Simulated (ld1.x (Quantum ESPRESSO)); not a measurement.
Cutoff test, Cu, TM

ld1.x (Quantum ESPRESSO) 7.5 input, shortened:

```
&input
   title='Cu', zed=29., rel=2, dft='BLYP', iswitch=3,
   config='[Ar] 3d9 4s0 4p0', rel_dist='average'
 /
 &inputp
   pseudotype=2, tm=.true., lloc=0,
   nlcc=.false.
 /
3
4P  2  1   0.00   0.00  2.10  2.10  0.0
3D  3  2   9.00   0.00  0.90  0.90  0.0
4S  1  0   0.00   0.00  1.60  1.60  0.0
 &test
   configts(1)='3d9 4s0 4p0'
 /
```

Open shells are filled in proportion to 2j + 1 (rel_dist='average').

The pseudo-atom Hamiltonian at the reference potential is diagonalised in spherical Bessel functions j_l(qr) that vanish at 20 bohr, with q² up to the cutoff. All-electron valence levels (Ry): 4p1/2 -1.1607, 4p3/2 -1.1482, 3d3/2 -2.1929, 3d5/2 -2.1708, 4s -1.6648.

**Question.** How do the lowest levels (Ry) of each channel move with the cutoff, and are there ghosts?

**Answer.**

| cutoff (Ry) | p1/2 #1 | p1/2 #2 | p3/2 #1 | p3/2 #2 | d3/2 #1 | d5/2 #1 | s #1 | s #2 | f #1 | Σ f·Δε (mRy) |
| --- | --- | --- | --- | --- | --- | --- | --- | --- | --- | --- |
| 8 | -1.1527 | -0.4556 | -1.1422 | -0.4541 | -0.6227 | -0.6228 | -1.6409 | -0.5986 | -0.2791 | 14011.2 |
| 15 | -1.1604 | -0.4602 | -1.1480 | -0.4572 | -0.6231 | -0.6233 | -1.6471 | -0.6007 | -0.2791 | 14007.1 |
| 25 | -1.1605 | -0.4603 | -1.1481 | -0.4573 | -0.6237 | -0.6239 | -1.6594 | -0.6041 | -0.2791 | 14001.5 |
| 35 | -1.1607 | -0.4605 | -1.1482 | -0.4574 | -0.6284 | -0.6287 | -1.6630 | -0.6053 | -0.2791 | 13958.5 |
| 50 | -1.1607 | -0.4605 | -1.1482 | -0.4574 | -0.6490 | -0.6497 | -1.6639 | -0.6055 | -0.2791 | 13771.2 |
| 70 | -1.1607 | -0.4605 | -1.1482 | -0.4574 | -0.7124 | -0.7148 | -1.6646 | -0.6058 | -0.2791 | 13191.6 |
| 100 | -1.1607 | -0.4605 | -1.1482 | -0.4574 | -1.1397 | -1.1422 | -1.6648 | -0.6058 | -0.2791 | 9345.0 |
| 140 | -1.1607 | -0.4605 | -1.1483 | -0.4574 | -1.8866 | -1.8735 | -1.6648 | -0.6058 | -0.2791 | 2707.1 |
| 180 | -1.1607 | -0.4605 | -1.1483 | -0.4574 | -2.1312 | -2.1114 | -1.6648 | -0.6058 | -0.2791 | 542.1 |
| 260 | -1.1607 | -0.4605 | -1.1483 | -0.4574 | -2.1920 | -2.1702 | -1.6648 | -0.6058 | -0.2791 | 5.6 |
| 400 | -1.1607 | -0.4605 | -1.1483 | -0.4574 | -2.1927 | -2.1708 | -1.6648 | -0.6058 | -0.2791 | 0.0 |

Result: no extra level below or beside the all-electron valence levels (p1/2, p3/2, d3/2, d5/2, s, f tested); 10 mRy is reached at 260 Ry and 1 mRy at over 300 Ry.

4 of 7 tests not solved or not reliable.
